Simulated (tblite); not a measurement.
Compound: C8H8O2.
Bonds: C1–C2 (double), C2–C3 (double), C3–C4, C4–C5, C5–C6 (triple), C6–C7, C3–C8, C8–O9 (double), C8–O10. Hydrogens: H11, H12 on C1; H13, H14 on C4; H15, H16, H17 on C7; H18 on O10.

A start from a force field or distance geometry was refined with tblite, GFN2-xTB geometry optimisation, gas phase. Values at the start:

```tsv
coordinate	start
C1=C2	1.288 Å
C1–H11	1.080 Å
C2=C3	1.320 Å
C3–C4	1.485 Å
C3–C8	1.486 Å
C4–C5	1.460 Å
C4–H13	1.110 Å
C5≡C6	1.205 Å
C6–C7	1.469 Å
C7–H15	1.087 Å
C8=O9	1.212 Å
C8–O10	1.352 Å
O10–H18	0.973 Å
C2–C3–C4	124.0°
C2–C3–C8	120.2°
C3–C4–C5	111.4°
C3–C8–O9	125.4°
C3–C8–O10	113.5°
C4–C5–C6	179.2°
C5–C6–C7	179.4°
O9–C8–O10	121.0°
C2–C3–C4–C5	87°
C2–C3–C8–O9	177°
```

Problem. How do these coordinates change at the GFN2-xTB level?

Solution. 
```tsv
coordinate	GFN2-xTB (Å or °)	change
C3–C4	1.514	+0.029
C6–C7	1.447	-0.022
C4–H13	1.093	-0.017
C2=C3	1.307	-0.013
C3–C8	1.476	-0.010
C4–C5	1.452	-0.008
C8–O10	1.345	-0.007
C5≡C6	1.198	-0.007
C8=O9	1.206	-0.006
C7–H15	1.090	+0.003
O10–H18	0.970	-0.003
C1–H11	1.078	-0.002
C1=C2	1.290	+0.002
C3–C4–C5	109.8	-1.6
O9–C8–O10	122.2	+1.2
C4–C5–C6	178.1	-1.1
C2–C3–C4	123.2	-0.8
C3–C8–O9	124.8	-0.6
C5–C6–C7	178.7	-0.7
C2–C3–C8	120.8	+0.6
C3–C8–O10	113.0	-0.5
C2–C3–C8–O9	173	-4
C2–C3–C4–C5	88	+1
```

The energy falls by 1.709 eV over 68 L-BFGS steps, the largest force on an atom goes from 2.02 to 0.006 eV/Å, and the atoms move by 0.394 Å rms after alignment. The bond that changes most is C3–C4 (outer carbon of cumulated double bonds to propargylic carbon), which lengthens by 0.029 Å. Bonds longer at the end by more than 0.005 Å: 2 of 17; shorter: 11. Rotational constants go from 1749, 786.5, 629.0 to 1721, 808.9, 652.3 MHz.

On Arm Neoverse V2, one thread, no GPU, shared host, this took 0.44 s wall.

Its lowest GFN2-xTB frequency is 12 cm⁻¹, too small to tell a flat minimum from a shallow saddle. One conformer, not necessarily the lowest.

Shape of the structure used: `[CH2:1]=[C:2]=[C:3]([CH2:4][C:5]#[C:6][CH3:7])[C:8](=[O:9])[OH:10]`: C2–C3–C4–C5 88°, C2–C3–C8–O9 173°, H–O10–C8–C3 180°.

These are computed values.
